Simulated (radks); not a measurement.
Charge is removed step by step from the 1s down level of neutral phosphorus, starting from 1s(up 1, down 1) 2s2 2p6 3s2 3p3. Calculated with a radial shooting solver on a logarithmic mesh with Libxc functionals: scalar-relativistic Kohn-Sham, BLYP, spin-polarised, spherical densities, finite nucleus; open shells are filled with parallel spins first; Fermi nuclear charge, rms radius 3.1889 fm.

removed (e),E - E(0) (eV),eigenvalue (eV)
0,0.000,-2084.8
0.1,209.18,-2099.1
0.2,419.77,-2113.1
0.3,631.76,-2127.0
0.4,845.13,-2140.6
0.5,1059.8,-2153.8
0.6,1275.8,-2166.4
0.7,1493.1,-2178.3
0.8,1711.4,-2189.1
0.9,1930.8,-2197.9

The mean slope of the eigenvalue, de/dn, is 126 eV per electron.
